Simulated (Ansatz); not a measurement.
Mulliken charges of CH$_{3}$AlF$_{2}$, SMILES `F[CH](F)[AlH2]` from PBE/def2-TZVPP in Ansatz (PBE0-D4/def2-TZVP geometry).

```tsv
atom	x (Å)	y (Å)	z (Å)	charge (e)
F1	0.566	-0.559	1.836	-0.128
C2	0.747	-0.160	0.580	0.058
F3	0.083	-1.252	-0.301	-0.152
Al4	-0.702	0.528	-0.561	0.356
H5	1.801	-0.278	0.321	0.127
H6	-2.151	0.570	0.060	-0.129
H7	-0.283	1.082	-1.980	-0.132
```

**Question.** By hand: the dipole of these point charges (1 e Å = 4.8032 D).

**Answer.** Σ q r = (0.252, 0.189, -0.061) e Å, of length 0.321 e Å = 1.54 D.

**Question.** How does the dipole of the full density compare? (Best estimate.)

**Answer.** Ansatz gave: (0.236, 0.092, -0.019) e Å, 1.22 D; the point charges give 1.26 times that, at 17° from its direction.

Point charges leave out the atoms' own dipoles, such as those of lone pairs, and Mulliken's split depends on the basis, so the two needn't agree.
